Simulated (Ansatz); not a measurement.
Start from `CBCS` and change one element to get `CBC[SeH]`.

Ansatz, PBE0-D4/def2-TZVP geometries, multiplicity 1. Each molecule was computed in one conformer, which needn't be the lowest.

Scalar relativity is left out up to krypton.

| property | `CBCS` |
| --- | --- |
| ideal-gas entropy at 298 K and 1 bar (rigid rotor, harmonic PBE0-D4/def2-TZVP) / J/(mol·K) | 311 |
| HOMO–LUMO gap (PBE0/def2-TZVPP) / eV | 7.57 |
| HOMO energy (PBE/def2-TZVPP) / eV | -6.39 |
| HOMO–LUMO gap (PBE/def2-TZVPP) / eV | 5.40 |
| HOMO energy (ωB97M-V/def2-TZVPP) / eV | -9.73 |
| size of the dipole moment (PBE/def2-TZVPP) / D | 1.69 |

Question: What does the change do to each property? (An estimate is asked.)

Answer: Ansatz gave: 
| property | `CBC[SeH]` | shift |
| --- | --- | --- |
| ideal-gas entropy at 298 K and 1 bar (rigid rotor, harmonic PBE0-D4/def2-TZVP) / J/(mol·K) | 326 | 15 |
| HOMO–LUMO gap (PBE0/def2-TZVPP) / eV | 6.82 | -0.75 |
| HOMO energy (PBE/def2-TZVPP) / eV | -6.11 | 0.28 |
| HOMO–LUMO gap (PBE/def2-TZVPP) / eV | 4.80 | -0.60 |
| HOMO energy (ωB97M-V/def2-TZVPP) / eV | -9.34 | 0.39 |
| size of the dipole moment (PBE/def2-TZVPP) / D | 1.27 | -0.42 |

With PBE0 the HOMO rises by 0.35 eV and the LUMO falls by 0.39 eV, so the gap narrows by about 0.74 eV. PBE moves the HOMO by 0.28 eV and ωB97M-V by 0.39 eV. Dipoles are sizes alone; their direction can turn.

Spin–orbit coupling is left out; it splits and shifts lone-pair levels of the heavy atoms by tenths of an eV.
